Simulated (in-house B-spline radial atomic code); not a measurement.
Computed with a B-spline radial atomic code. Model: two electrons, singlet ground state, non-relativistic, full CI in B-splines with partial waves to l = 8 (at full coupling up to 3e-4 hartree above the limit, correlation up to 0.6 % small), density held at that of full coupling by Lieb maximisation.

W(λ) is the mean repulsion in the state of coupling λ less the Hartree energy of the fixed density. Its start is exact exchange, its initial slope is twice the second-order Görling-Levy correlation energy, and its area from 0 to 1 is E_xc. A straight curve means weak, dynamic correlation, and a curve that drops fast and flattens means strong correlation.

Command:
```bash
python run_ac.py task.json out
```
Settings (lengths in bohr, energies in hartree):
```
potential              coulomb
strength               2.65
lmax                   8
wall_radius            0.659
```

Cost of the run: 1.2 s on 1 thread of Intel(R) Xeon(R) Processor @ 2.30GHz, on a shared host.

**W = mean repulsion less Hartree energy, and W of three functionals.**

Given: confinement point charge; nuclear charge 2.65; hard wall radius 0.659 bohr; external potential -Z/r.

Computed: PBE exchange minus exact 134.12 millihartree; SCAN exchange minus exact 4.4626 millihartree.

```json
{"coupling": "0", "W xc (hartree)": "-3.0381", "W xc minus exchange (millihartree)": "0", "kinetic minus Kohn-Sham (millihartree)": "0", "LDA (PW92) W minus its exchange (millihartree)": "0", "PBE W minus its exchange (millihartree)": "0", "SCAN W minus its exchange (millihartree)": "0"}
{"coupling": "0.02", "W xc (hartree)": "-3.0401", "W xc minus exchange (millihartree)": "-1.973", "kinetic minus Kohn-Sham (millihartree)": "0", "LDA (PW92) W minus its exchange (millihartree)": "-14.71", "PBE W minus its exchange (millihartree)": "-2.88", "SCAN W minus its exchange (millihartree)": "-1.93"}
{"coupling": "0.05", "W xc (hartree)": "?", "W xc minus exchange (millihartree)": "?", "kinetic minus Kohn-Sham (millihartree)": "?", "LDA (PW92) W minus its exchange (millihartree)": "?", "PBE W minus its exchange (millihartree)": "?", "SCAN W minus its exchange (millihartree)": "?"}
{"coupling": "0.12", "W xc (hartree)": "-3.0499", "W xc minus exchange (millihartree)": "-11.746", "kinetic minus Kohn-Sham (millihartree)": "0.7", "LDA (PW92) W minus its exchange (millihartree)": "-62.25", "PBE W minus its exchange (millihartree)": "-17.19", "SCAN W minus its exchange (millihartree)": "-11.4"}
{"coupling": "0.25", "W xc (hartree)": "-3.0623", "W xc minus exchange (millihartree)": "-24.216", "kinetic minus Kohn-Sham (millihartree)": "3", "LDA (PW92) W minus its exchange (millihartree)": "-108.41", "PBE W minus its exchange (millihartree)": "-35.37", "SCAN W minus its exchange (millihartree)": "-23.34"}
{"coupling": "0.4", "W xc (hartree)": "-3.0764", "W xc minus exchange (millihartree)": "-38.288", "kinetic minus Kohn-Sham (millihartree)": "7.6", "LDA (PW92) W minus its exchange (millihartree)": "-152.44", "PBE W minus its exchange (millihartree)": "-55.67", "SCAN W minus its exchange (millihartree)": "-36.71"}
{"coupling": "0.6", "W xc (hartree)": "-3.0947", "W xc minus exchange (millihartree)": "-56.537", "kinetic minus Kohn-Sham (millihartree)": "16.7", "LDA (PW92) W minus its exchange (millihartree)": "-202.43", "PBE W minus its exchange (millihartree)": "-81.61", "SCAN W minus its exchange (millihartree)": "-53.96"}
{"coupling": "0.8", "W xc (hartree)": "-3.1123", "W xc minus exchange (millihartree)": "-74.222", "kinetic minus Kohn-Sham (millihartree)": "29", "LDA (PW92) W minus its exchange (millihartree)": "-245.97", "PBE W minus its exchange (millihartree)": "-106.33", "SCAN W minus its exchange (millihartree)": "-70.62"}
{"coupling": "1", "W xc (hartree)": "-3.1295", "W xc minus exchange (millihartree)": "-91.363", "kinetic minus Kohn-Sham (millihartree)": "44.5", "LDA (PW92) W minus its exchange (millihartree)": "-284.94", "PBE W minus its exchange (millihartree)": "-129.93", "SCAN W minus its exchange (millihartree)": "-86.74"}
{"coupling": "1.4", "W xc (hartree)": "?", "W xc minus exchange (millihartree)": "?", "kinetic minus Kohn-Sham (millihartree)": "?", "LDA (PW92) W minus its exchange (millihartree)": "?", "PBE W minus its exchange (millihartree)": "?", "SCAN W minus its exchange (millihartree)": "?"}
{"coupling": "2", "W xc (hartree)": "-3.2078", "W xc minus exchange (millihartree)": "-169.65", "kinetic minus Kohn-Sham (millihartree)": "160.9", "LDA (PW92) W minus its exchange (millihartree)": "-438.89", "PBE W minus its exchange (millihartree)": "-234.02", "SCAN W minus its exchange (millihartree)": "-160.46"}
{"coupling": "3", "W xc (hartree)": "-3.2754", "W xc minus exchange (millihartree)": "-237.23", "kinetic minus Kohn-Sham (millihartree)": "329.1", "LDA (PW92) W minus its exchange (millihartree)": "-553.91", "PBE W minus its exchange (millihartree)": "-320.49", "SCAN W minus its exchange (millihartree)": "-224.79"}
{"coupling": "4.5", "W xc (hartree)": "-3.3607", "W xc minus exchange (millihartree)": "-322.59", "kinetic minus Kohn-Sham (millihartree)": "647", "LDA (PW92) W minus its exchange (millihartree)": "-687.15", "PBE W minus its exchange (millihartree)": "-427.35", "SCAN W minus its exchange (millihartree)": "-307.75"}
{"coupling": "7", "W xc (hartree)": "-3.4715", "W xc minus exchange (millihartree)": "-433.37", "kinetic minus Kohn-Sham (millihartree)": "1277.1", "LDA (PW92) W minus its exchange (millihartree)": "-849.94", "PBE W minus its exchange (millihartree)": "-565.19", "SCAN W minus its exchange (millihartree)": "-419.26"}
{"coupling": "10", "W xc (hartree)": "-3.5695", "W xc minus exchange (millihartree)": "-531.37", "kinetic minus Kohn-Sham (millihartree)": "2102.5", "LDA (PW92) W minus its exchange (millihartree)": "-990.48", "PBE W minus its exchange (millihartree)": "-688.9", "SCAN W minus its exchange (millihartree)": "-522.29"}
```

Problem. What belongs in the row 0.05?

Solution. W xc (hartree): -3.043; W xc minus exchange (millihartree): -4.922; kinetic minus Kohn-Sham (millihartree): 0.1; LDA (PW92) W minus its exchange (millihartree): -31.18; PBE W minus its exchange (millihartree): -7.19; SCAN W minus its exchange (millihartree): -4.8.

Problem. What belongs in the row 1.4?

Solution. W xc (hartree): -3.1622; W xc minus exchange (millihartree): -124.1; kinetic minus Kohn-Sham (millihartree): 83.7; LDA (PW92) W minus its exchange (millihartree): -353.17; PBE W minus its exchange (millihartree): -174.12; SCAN W minus its exchange (millihartree): -117.52.

Problem. What is the LDA exchange minus exact?

Solution. 437.07 millihartree.

**Energy parts, natural occupations and partial-wave weights.**

Computed: total energy 4.2396 hartree; correlation energy -0.046896 hartree; kinetic part of the DFT correlation energy 0.044468 hartree; kinetic part over minus potential part 0.48671; Hartree energy 6.0763 hartree; Kohn-Sham kinetic 24.572 hartree; Lieb Oxford ratio E_xc over LDA exchange 1.1861.

| natural | occupation of the shell (electrons) |
| --- | --- |
| s | 1.9978 |
| p | 0.0018953 |
| s | 0.00014332 |
| d | ? |
| p | 2.0143e-05 |
| f | 1.3254e-05 |

Problem. What belongs in the row d?

Solution. occupation of the shell (electrons): 9.678e-05.

```
wave      weight
   s     0.99898
   p   0.0009583
   d  5.0679e-05
   f           ?
   g  1.7069e-06
```

Problem. What belongs in the row f?

Solution. weight: 7.2419e-06.

Problem. What is the exchange energy?

Solution. -3.0381 hartree.

Problem. What is the initial slope twice GL2?

Solution. -0.098821 hartree.

Half-way to full coupling W has made 52 % of its drop, against 50 % for a straight line, and second-order (GL2) theory, half the initial slope, overshoots the correlation energy by about 5 %: correlation is weak here. Over couplings 0 to 1 the errors in E_xc come to about +316 millihartree for LDA, +114 millihartree for PBE, +6.6 millihartree for SCAN, so SCAN is nearest. In LDA and PBE the errors of exchange and correlation have opposite signs, so the sum is smaller than the larger of the two.
